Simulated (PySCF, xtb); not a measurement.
Bi(H)2(OH) (BiH3O), SMILES [BiH2][OH].

GFN2-xTB run with xtb 6.7.1 at its own geometry gives an orbital gap of 6.50 eV and a dipole moment of 2.68 D.

Geometry: PBE0-D3(BJ)/def2-TZVP. The def2 effective core potentials stand for the cores of Bi; spin–orbit coupling is left out.

**Question.** What does PySCF with HF/def2-TZVPD give? (Estimate from the structure and the level; the computed values follow.)

**Answer.** gap 11.65 eV (levels -10.33 and 1.32 eV), dipole 2.10 D.
